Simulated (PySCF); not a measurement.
C₅H₆N₂O₂.
Z-matrix (Å and degrees, PBE0-D3(BJ)/def2-SVP geometry), rows numbered from 1:
```
C 
N   1  1.4466
N   2  1.3355  1  116.81
C   3  1.2939  2  118.75  1   179.99
O   4  1.3403  3  118.92  2  -179.84
C   4  1.4303  3  122.93  2     0.13
C   6  1.3540  4  117.75  3    -0.09
C   2  1.3924  1  117.20  3  -179.93
O   8  1.2196  2  120.89  1    -0.05
H   1  1.0996  2  110.17  3  -121.82
H   1  1.0999  2  110.28  3   119.67
H   1  1.0946  2  107.60  3    -1.05
H   5  0.9674  4  107.02  3    -0.03
H   6  1.0918  4  119.28  3   179.90
H   7  1.0911  6  122.59  4   179.98
```

Computed with PySCF at B3LYP/def2-SVPD, non-relativistic, on one gas-phase PBE0-D3(BJ)/def2-SVP geometry that isn't relaxed in the solvent. The solvent is an IEF-PCM continuum (Bondi radii, 1.10 Å for H, scaled by 1.2), and excitations are vertical TDDFT with non-equilibrium linear response and a frozen core. The model holds no explicit solvent molecules, cavitation or dispersion.

| run | E − E(gas) (kcal/mol) | HOMO (eV) | HOMO–LUMO gap (eV) | dipole (D) | lowest singlet (eV) | static polarisability (au) |
| --- | --- | --- | --- | --- | --- | --- |
| gas | 0.00 | -6.43 | 4.36 | 2.96 | 3.91 | 83.0 |
| P | -7.04 | -6.43 | 4.46 | 3.79 | 3.99 | 104.2 |
| Q | -8.39 | -6.43 | 4.48 | 3.97 | 4.01 | 109.2 |

**Question.** The runs were made in chloroform and dichloromethane. Which run belongs to which solvent?

**Answer.** P = chloroform, Q = dichloromethane. The dielectric constants are 4.711 (chloroform), 8.93 (dichloromethane), and the energy falls further as ε rises. The optical constants n² used for the excitations are 2.09, 2.03 in the same order. In this model the ground state sees the solvent through ε alone.

**Question.** How constant is the ratio of the lowering to (ε − 1)/(2ε + 1)?

**Answer.** 
| solvent | (ε − 1)/(2ε + 1) | E − E(gas) (kcal/mol) | ratio (kcal/mol) | polarisation term (kcal/mol) |
| --- | --- | --- | --- | --- |
| chloroform | 0.356 | -7.04 | -19.8 | -7.88 |
| dichloromethane | 0.420 | -8.39 | -20.0 | -9.61 |

The ratio changes by +0.9 % in size from chloroform to dichloromethane. The polarisation term is half the interaction of the solute with the induced surface charges.
